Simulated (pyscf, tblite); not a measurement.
•O–AlH₂ → [HO–AlH]•: energy along the mass-weighted descent from the GFN2-xTB with spin polarisation saddle (tblite), relative to the relaxed reactant side.

(s (amu^1/2 bohr), E (kcal/mol)): (-2.16, 0.0); (-1.32, 1.9); (-0.480, 8.4); (0.360, 8.4); (1.20, -5.6); (1.92, -11.8); (2.76, -15.1); (3.60, -18.2); (4.44, -20.6); (5.28, -22.7); (5.90, -24.3); (6.11, -25.0); (6.35, -25.5); (6.52, -25.8); (6.67, -26.0); (6.78, -26.1); (6.86, -26.2); (6.96, -26.3); (7.04, -26.4); (7.13, -26.4); (7.20, -26.5)

The GFN2-xTB with spin polarisation barrier from the reactant side is 11.5 kcal/mol. What does ωB97X-D3(BJ) (PySCF) give from its own reactant-side minimum, in def2-SVP and in def2-TZVP?

23.4 kcal/mol in the double-zeta basis after reoptimising the saddle, and 20.3 kcal/mol in the triple-zeta single point, so the tight-binding barrier lies 8.7 kcal/mol under the latter. The imaginary mode goes from 1332i to 1413i cm⁻¹.
